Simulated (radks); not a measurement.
Values are calculated unless marked as measured or tabulated.
Isoelectronic series with 1 electrons, each ion in its NIST ground configuration. Code: a radial shooting solver on a logarithmic mesh with Libxc functionals. Model: scalar-relativistic Kohn-Sham, PBE, spin-polarised, spherical densities, finite nucleus; open shells are filled with parallel spins first; Fermi nuclear charge, rms radius of each element as measured or else 0.836 A^(1/3) + 0.57 fm. Total energies (hartree) and orbital eigenvalues (Ry):

| ion | configuration | E (hartree) | 1s up |
|---|---|---|---|
| H | 1s1 | -0.50000 | -0.55819 |
| He+ | 1s1 | -1.99388 | -3.08993 |
| Li2+ | 1s1 | -4.48784 | -7.62098 |
| Be3+ | 1s1 | -7.98248 | -14.15303 |
| B4+ | 1s1 | -12.47840 | -22.68734 |
| C5+ | 1s1 | -17.97634 | -33.22539 |
| N6+ | 1s1 | -24.47719 | -45.76889 |
| O7+ | 1s1 | -31.98200 | -60.31992 |
| F8+ | 1s1 | -40.49197 | -76.88083 |
| Ne9+ | 1s1 | -50.00847 | -95.45432 |
| Mg11+ | 1s1 | -72.06743 | -138.6515 |
| Al12+ | 1s1 | -84.61346 | -163.2822 |
| Si13+ | 1s1 | -98.17318 | -189.9395 |
